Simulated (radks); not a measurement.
The numbers below are computed, except where a source is named.
Problem. Mean orbital radii <r> (bohr) of the lutetium ion Lu2+, [Xe] 4f14 6s1, of relativity; Dirac values are averaged over j with weights 2j + 1. Spin-unpolarised spherical Kohn-Sham, PBEsol, point nucleus unless stated (finite: rms radius 5.37 fm), a radial shooting solver on a logarithmic mesh with Libxc functionals. A level marked "c x" has the speed of light scaled by that factor.

shell       non-rel.
3s            0.2306
3p            0.2205
3d            0.1939
4s            0.5176
4p            0.5269
4d            0.5502
5s             1.273
5p             1.425
4f            0.6898
5d (empty)     2.113
6s             3.267
6p (empty)     3.855

Give the values at the level "Dirac, c x 100".

Solution. 
shell       Dirac, c x 100  change of magnitude (%)
3s                  0.2306                    0.00
3p                  0.2205                    0.00
3d                  0.1939                    0.00
4s                  0.5176                    0.00
4p                  0.5269                    0.00
4d                  0.5502                    0.00
5s                   1.273                    0.00
5p                   1.425                    0.00
4f                  0.6898                    0.00
5d (empty)           2.113                    0.00
6s                   3.267                    0.00
6p (empty)           3.855                    0.00
